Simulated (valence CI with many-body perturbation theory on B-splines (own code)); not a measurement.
## Ir⁶³⁺: key properties

Calculated by relativistic CI+MBPT: four valence electrons over a frozen Dirac-Fock core [Ne], radial functions for each j: 11 s, 11 p, 10 d, 8 f, 5 g, 2 h, with the one-electron correlation potential Σ1, the two-electron term Σ2, the three-electron term Σ3, Breit, model QED; selected CI, second order for the rest, scaled by the run's own slope (own B-spline code, finite nucleus).

The last digits are not significant, and no measured levels were compared; by estimate large intervals hold to a few tenths of a per cent, small ones and those within an open d or f shell to about a per cent. Among the levels kept, up to 600 cm⁻¹ of a level comes from second order outside the variational space, and about a tenth of that is noise between levels of different J, which matters for small intervals.

Levels are named by their leading jj configuration (3d3/2^4 stands for four electrons in 3d with j = 3/2), which in mixed levels can hold well under half, so a name can repeat and another be missing.

Rates and lifetimes use the calculated energies. Strong lines usually hold to 10 to 20 %, long lifetimes can be off by a factor of two.

What is the ground level?

(3s^2 3p1/2^2) J=0, composition 68 % 3s2 3p2 3P + 31 % 3s2 3p2 1S.

Name the longest-lived excited levels whose lifetime is computed, and their main decay.

(3s^2 3p1/2 3p3/2) J=2 at 432.5 eV lives 102 ns, mostly by E2 to (3s^2 3p1/2^2) J=0; (3s^2 3p1/2 3p3/2) J=1 at 422.7 eV lives 2.11 ns, mostly by M1 to (3s^2 3p1/2^2) J=0; (3s^2 3p3/2 3d5/2) J=4 at 1188.6 eV lives 1.21 ns, mostly by M1 to (3s^2 3p1/2 3d5/2) J=3.

How well does LS coupling describe the low levels?

Among the lowest 20 levels the leading LS term, summed over configurations, holds 58 % on average. For single configurations the figures are 55 % in LS and 93 % in jj coupling. Terms mix most in the J = 2 level at 966.9 eV, where the leading one holds 27 %.

Where does the other parity begin?

At (3s 3p1/2^2 3p3/2) J=2, 602.9 eV.

What is the ionisation energy?

7275.4 eV; NIST lists 7274 ± 19 eV (theoretical).
